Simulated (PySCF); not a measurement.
Predicted microwave data (CAM-B3LYP/def2-SVPD in PySCF (dipole) on a GFN2-xTB geometry, gas phase) for one isomer of C7H10O:

```
Rotational constants : A = 4148, B = 1713, C = 1431 MHz
Dipole components    : |μa| = 0.15 D, |μb| = 1.03 D, |μc| = 1.65 D
Inertial defect      : -63.82 u·Å²
κ                    : -0.79
```

Problem. Which candidate fits, each taken in the one conformer that was computed?
A. `[CH2:1]=[CH:2][C@@:3]12[CH2:4][CH2:5][CH2:6][C@@H:7]1[O:8]2` with C1–C2–C3–C4 -4°, C2–C3–C4–C5 169°, C3–C4–C5–C6 -31°, C4–C5–C6–C7 31°, C5–C6–C7–O8 44°
B. `[CH3:1][CH2:2][C:3]1=[CH:4][CH2:5][CH:6]=[CH:7][O:8]1` with C1–C2–C3–C4 -109°
C. `[CH3:1][CH2:2][CH2:3][c:4]1[cH:5][cH:6][o:7][cH:8]1` with C1–C2–C3–C4 -67°, C2–C3–C4–C5 -81°

Solution. A. It is C=C[C@@]12CCC[C@@H]1O2, an asymmetric top, point group C1. The candidates at the same level (rigid rotor, commonest isotopes):

```json
{"SMILES": "CCC1=CCC=CO1", "A (MHz)": "4354", "B (MHz)": "1512", "C (MHz)": "1230", "μa (D)": "0.21", "μb (D)": "0.66", "μc (D)": "0.12", "Δ (u·Å²)": "-39.47", "point group": "C1", "rotor": "asymmetric top"}
{"SMILES": "CCCc1ccoc1", "A (MHz)": "4456", "B (MHz)": "1327", "C (MHz)": "1202", "μa (D)": "0.78", "μb (D)": "0.66", "μc (D)": "0.01", "Δ (u·Å²)": "-73.73", "point group": "C1", "rotor": "near-prolate asymmetric top"}
{"SMILES": "C=C[C@@]12CCC[C@@H]1O2", "A (MHz)": "4148", "B (MHz)": "1713", "C (MHz)": "1431", "μa (D)": "0.15", "μb (D)": "1.03", "μc (D)": "1.65", "Δ (u·Å²)": "-63.82", "point group": "C1", "rotor": "asymmetric top"}
```

`CCCc1ccoc1` has B 23 % too low; `CCC1=CCC=CO1` has C 14 % too low. No structure here is proved a minimum.
